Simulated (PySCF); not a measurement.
Species: C2H5ClOSi.
Bonds: C1–C2 (double), C2–Cl3, C2–O4, O4–Si5. Hydrogens: H6, H7 on C1; H8, H9, H10 on Si5.

Computed with EOM-IP-CCSD/aug-cc-pVDZ in PySCF, restricted Hartree–Fock reference, frozen core, non-relativistic, gas phase, PBE0-D3(BJ)/def2-SVP geometry.

Hartree–Fock orbital energies give these Koopmans values (eV): HOMO 9.53, HOMO-1 12.79, HOMO-2 13.13, HOMO-3 13.17, HOMO-4 13.63, HOMO-5 14.42, HOMO-6 15.51, HOMO-7 17.21.

Q: What vertical ionisation energies does EOM-IP-CCSD give?

A: 
```csv
leading hole (HF orbital),Koopmans (eV),EOM-IP-CCSD (eV),change (eV),one-hole share
HOMO,9.53,9.10,-0.43,0.95
HOMO-1,12.79,11.70,-1.09,0.95
HOMO-2,13.13,11.92,-1.21,0.95
HOMO-3,13.17,12.02,-1.15,0.95
HOMO-4,13.63,12.82,-0.81,0.94
HOMO-5,14.42,13.35,-1.07,0.95
HOMO-6,15.51,14.20,-1.31,0.95
HOMO-7,17.21,15.11,-2.10,0.92
```

Q: Does the order of the lines follow the orbital energies?

A: Yes, no two lines change places. The corrections run from -2.10 to -0.43 eV, with a mean of -1.15 eV over the 8 lines; no line lies above its Koopmans value.

Q: At what kinetic energies would He I light (21.22 eV) eject these electrons?

A: 12.12 eV (HOMO), 9.52 eV (HOMO-1), 9.30 eV (HOMO-2), 9.20 eV (HOMO-3), 8.40 eV (HOMO-4), 7.87 eV (HOMO-5), 7.02 eV (HOMO-6), 6.11 eV (HOMO-7).

Q: What total energy has the lowest final state, and which wavelength reaches it?

A: E(CCSD) + ionisation energy = -902.73962 + 0.33454 = -902.40508 Eh, at the geometry of the initial state. The threshold wavelength is 1239.84 eV nm/9.10 eV = 136.2 nm.

Lines less than 0.15 eV apart could change places at a higher level. One root was sought for each valence orbital with −ε under 21 eV, eight at most, so deeper holes and satellites are missing; no vibrational structure.

The values belong to the conformer `[CH2:1]=[C:2]([Cl:3])[O:4][SiH3:5]`: C1–C2–O4–Si5 -179°.
